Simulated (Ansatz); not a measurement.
InNH₄⁻, that is InH2(NH2) with one electron more. Charge -1, multiplicity 2. Geometry B3LYP-D4/def2-TZVP, that of the neutral singlet; atoms count from 1.

Cartesian coordinates in Å:
```
In 0.874 -0.384 -0.121
H 1.949 0.570 -1.060
H 1.098 -1.906 0.639
N -0.963 0.422 0.132
H -1.706 -0.011 0.657
H -1.252 1.309 -0.249
```

In the def2 sets In takes a core potential; there is no spin–orbit coupling. The highest occupied level of the charge -1 doublet lies above zero (up to 1.73 eV). By energy differences it is unbound by 0.25 eV (vertical, against the charge 0 singlet, at PBE0-D4/def2-TZVPD) and held by the finite basis.

(1) Estimate the Mulliken populations from the PBE0/def2-TZVPD orbitals of Ansatz.

(2) Where does the spin sit?

(3) And the Mayer bond orders between heavy atoms (over 0.3)?

Results:

(1) 
| atom | charge (e) | spin (α − β) |
| --- | --- | --- |
| In1 | -0.55 | 1.10 |
| H2 | -0.10 | -0.06 |
| H3 | -0.10 | -0.06 |
| N4 | -0.45 | 0.06 |
| H5 | 0.10 | -0.02 |
| H6 | 0.10 | -0.02 |
Mulliken values depend strongly on the basis. With diffuse functions, as here, like atoms can get unlike values, and bond orders can come out too low or too high.

(2) Summed by element: In 1.10, H -0.16, N 0.06, of 1 unpaired in all. Largest on single atoms: In1 1.10, H2 -0.06, H3 -0.06.

(3) In1–N4 0.97 (2.02 Å).
